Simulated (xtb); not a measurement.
xtb input:

```bash
xtb mol.xyz --gfn 2 --sp --chrg 0 --uhf 0
```
mol.xyz:
```
6

O      1.64545963    -1.13987319     0.40643388
B      0.32457953    -0.90265757     0.27708198
O     -0.55435625    -1.89449166     0.52500217
Br    -0.31662622     0.88053936    -0.27029252
H      2.20623506    -0.38375668     0.21243400
H     -1.47604205    -1.64691435     0.41090575
```

Problem. Which total energy does the run end on?

Solution. -14.59085 Eh (GFN2-xTB).
